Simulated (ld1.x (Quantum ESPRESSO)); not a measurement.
## What one change does to a pseudopotential (Re, RRKJ)

```json
{
 "Element": "Re",
 "Generator": "ld1.x (Quantum ESPRESSO) 7.5",
 "Type": "norm-conserving RRKJ (Kleinman–Bylander form)",
 "Functional": "PBE",
 "Relativity": "scalar-relativistic",
 "Frozen core": "[Xe] 4f14",
 "Valence charge": "7",
 "Reference configuration": "5d5 6s2 6p0",
 "Partial waves": "6p (bound, empty): rc 2.80 bohr; 5d (bound): rc 2.00 bohr; 6s (bound): rc 2.00 bohr",
 "Local potential": "the s channel",
 "Core correction": "a·sin(br)/r model core inside 1.60 bohr"
}
```

Change: wave 5d (bound): rc 2.00 bohr becomes 5d (bound): rc 2.46 bohr.

Cutoffs: the cutoffs (Ry, on a coarse ladder) from which the occupation-weighted sum of valence levels, in a spherical-Bessel basis at the reference potential, stays within 10 and 1 mRy of its value at 400 Ry; they do not see the model core or the augmentation charge, which bear on the density cutoff. Errors are all-electron minus pseudo energies relative to the spin-unpolarised reference configuration.

Question: Predict the effect on cutoff, ghosts and configuration errors.

Answer: The potential gets softer (35 Ry and 55 Ry → 30 Ry and 50 Ry); of the 7 tests that both files solve, the error grows in 0 and shrinks in 3 by more than 15 % and 0.3 meV (median size 35.6 → 34.5 meV); neither file shows a bound ghost. A larger radius leaves more room for a smooth pseudo-wave, so fewer plane waves are needed. That the errors move this way runs against the usual rule that smaller radii transfer better.

| quantity | base | changed |
| --- | --- | --- |
| cutoff, loose | 35 Ry | 30 Ry |
| cutoff, tight | 55 Ry | 50 Ry |
| loose cutoff by channel (10 mRy a level) | d 25 Ry, s 18 Ry | d 21 Ry, s 18 Ry |
| bound ghosts | none | none |
| error for 5d5 6s1 6p0, meV [ΔE 9.25 eV] | -7.0 | -5.9 |
| error for 5d5 6s0 6p0, meV [ΔE 25.57 eV] | -36 | -35 |
| error for 5d4 6s0 6p0, meV [ΔE 52.70 eV] | -184 | -193 |
| error for 5d4 6s2 6p1, meV [ΔE 5.06 eV] | -67 | -51 |
| error for 5d5 6s0 6p1, meV [ΔE 15.05 eV] | -11 | -11 |
| error for 5d5.5 6s1.5 6p0, meV [ΔE 0.38 eV] | -12 | -8.8 |
| error for 5d3 6s0 6p0, meV [ΔE 92.06 eV] | -689 | -628 |
| s: phases at 3.05 bohr within 0.05 rad from the reference energy up to (Ry; the scan ends near 5) | 1.1 | 1.1 |
| p: phases at 3.05 bohr within 0.05 rad from the reference energy up to (Ry; the scan ends near 5) | 2.9 | 2.9 |
| d: phases at 3.05 bohr within 0.05 rad from the reference energy up to (Ry; the scan ends near 5) | 1.1 | 1.1 |
